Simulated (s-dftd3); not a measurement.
Cl2Te, charge -1, doublet, geometry from GFN2-xTB (a state made from the parent by changing its charge; the spin is typed, not shown lowest); D3(bjm) for bp86 run with s-dftd3 1.4.0.

The s-dftd3 input:
```
$ s-dftd3 mol.xyz --bjm bp86 --json dftd3.json --noedisp --grad

# file mol.xyz
3

Te    -0.00248112     0.00245025     0.12822818
Cl     1.61679764     1.97015479    -0.20262164
Cl    -1.60920833    -1.97764968    -0.18960572
```

Q: Write the output that s-dftd3 gives for this input, abridged.

A: 
```
-----------------------------------
 s i m p l e   D F T - D 3  v1.4.0
-----------------------------------

Rational (Becke-Johnson) damping: bp86-D3(BJ)
---------------------
  s6         1.0000
  s8         3.1403
  s9         0.0000
  a1         0.8218
  a2         2.7282
 alp        14.0000
--------------------

Dispersion energy:      -2.1022967009779E-03 Eh

Gradient norm:           1.9290435451710E-04 Eh/a0
--------------------------------------------------
     #    Z           dE/dx      dE/dy      dE/dz
--------------------------------------------------
     1   52 Te   -4.909E-08  4.847E-08  2.537E-06
     2   17 Cl    8.632E-05  1.056E-04 -1.617E-06
     3   17 Cl   -8.628E-05 -1.056E-04 -9.202E-07
--------------------------------------------------

Virial:
--------------------------------------------------
      component           x          y          z
--------------------------------------------------
          x       5.261E-04  6.438E-04 -2.153E-06
          y       6.438E-04  7.879E-04 -2.568E-06
          z      -2.153E-06 -2.568E-06  1.563E-06
--------------------------------------------------

[Info] JSON dump of results written to 'dftd3.json'
```
